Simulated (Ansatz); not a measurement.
Isolated molecules relaxed with PBE0-D4/def2-TZVP in Ansatz; ΔE leaves out vibrations. CCSD(T)/CBS is the MP2 limit (def2-TZVPP, def2-QZVPP) plus CCSD(T) − MP2 in def2-TZVPP, frozen cores. This one scheme is used for every species. DFT in def2-TZVPP. B3LYP here is the variant with VWN-RPA as its local correlation; programs differ in this. For Ga outer-core shells are correlated without core-valence functions, which leaves a few kJ/mol of doubt a bond. Scalar relativity is left out up to krypton. Each species was taken in one conformer, which may not be the lowest.

Consider the ligand exchange at a Ga–C bond: `[CH3][Ga]([CH3])[CH]=O` + H–F → `[CH3][Ga]([CH3])[F]` + `C=O`.

Q: Is it downhill or uphill in electronic energy at CCSD(T)/CBS, and by how much? (Estimate.)

A: The calculation gave: Downhill: ΔE = -128.3 kJ/mol.

Q: What do these levels give: PBE-D4, PBE0-D4, ωB97M-V, B2PLYP, PBE0, B3LYP, HF/def2-TZVPP, MP2/def2-TZVPP, SCS-MP2/def2-TZVPP, CCSD/def2-TZVPP, HF/def2-QZVPP, CCSD/CBS(def2)? (Estimate.)

A: Computed: PBE-D4 -124.5, PBE0-D4 -127.5, ωB97M-V -135.0, B2PLYP -140.6, PBE0 -131.3, B3LYP -141.6, HF/def2-TZVPP -156.8, MP2/def2-TZVPP -132.7, SCS-MP2/def2-TZVPP -138.3, CCSD/def2-TZVPP -134.8, HF/def2-QZVPP -158.1, CCSD/CBS(def2) -131.6 kJ/mol.

Largest T1 diagnostic among the species: 0.015.

In def2-TZVPP, CCSD(T) changes the Hartree–Fock value by +25.3 kJ/mol (the triples alone add +3.3 kJ/mol) and MP2 by +24.1 kJ/mol. The D4 term adds +6.5 kJ/mol with B3LYP and +3.8 kJ/mol with PBE0; it sums over pairs of atoms, weighted by their polarisabilities, and B3LYP, whose exchange is more repulsive, gets the larger term.
